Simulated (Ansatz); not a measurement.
`OB(F)[SiH2][SiH3]` + `O[SiH2]F` → `F[SiH2]O[SiH2][SiH3]` + `OBF`  (cleavage of the Si–B bond)

Gas-phase electronic energies from Ansatz, PBE0-D4/def2-TZVP geometries. CCSD(T)/CBS is the MP2 limit (def2-TZVPP, def2-QZVPP) plus CCSD(T) − MP2 in def2-TZVPP, frozen cores. This one scheme is used for every species. DFT in def2-TZVPP. Each species was taken in one conformer, which may not be the lowest.

`OB(F)[SiH2][SiH3]`:

Cartesian coordinates in Å:
```
O 0.657 0.272 -2.448
B 0.396 0.933 -1.303
F -0.222 2.118 -1.368
Si 0.870 0.126 0.497
Si -1.015 -0.954 1.372
H 0.356 0.740 -3.236
H 1.287 1.197 1.445
H 1.978 -0.858 0.363
H -1.452 -2.042 0.455
H -2.135 0.014 1.519
H -0.719 -1.546 2.704
```

`O[SiH2]F`:

Cartesian coordinates in Å:
```
O 0.653 -0.620 -0.900
Si -0.039 0.136 0.368
F -1.449 -0.519 0.724
H 0.285 -0.494 -1.775
H 0.866 -0.064 1.514
H -0.315 1.561 0.069
```

`F[SiH2]O[SiH2][SiH3]`:

Cartesian coordinates in Å:
```
F -2.936 0.092 -0.628
Si -1.642 0.843 -1.177
O -0.646 1.179 0.051
Si 0.444 0.583 1.135
Si 1.491 -1.349 0.315
H -2.083 2.111 -1.791
H -0.985 -0.074 -2.137
H -0.259 0.284 2.410
H 1.449 1.648 1.391
H 2.237 -1.054 -0.938
H 2.447 -1.855 1.337
H 0.484 -2.408 0.032
```

`OBF`:

Z-matrix (Å, degrees):
```
B
O 1 1.344
F 1 1.332 2 120.3
H 1 1.192 2 120.1 3 -180.0
H 2 0.963 1 113.4 3 -0.0
```

```csv
level,ΔE (kJ/mol)
PBE-D4,-91.6
B2PLYP,-117.0
HF/def2-QZVPP,-142.7
SCS-MP2/def2-QZVPP,-125.5
```

Problem. What does CCSD(T)/CBS give? (Estimate.)

Solution. Ansatz gave: -114.9 kJ/mol. The listed levels differ from it by 23.3, -2.1, -27.8, -10.6 kJ/mol.

Largest T1 diagnostic among the species: 0.014.

In def2-TZVPP, CCSD(T) changes the Hartree–Fock value by +26.5 kJ/mol (the triples alone add +3.8 kJ/mol) and MP2 by +20.4 kJ/mol. The D4 term adds −4.2 kJ/mol with B3LYP and −2.5 kJ/mol with PBE0; it sums over pairs of atoms, weighted by their polarisabilities, and B3LYP, whose exchange is more repulsive, gets the larger term.

B3LYP here is the variant with VWN-RPA as its local correlation; programs differ in this.
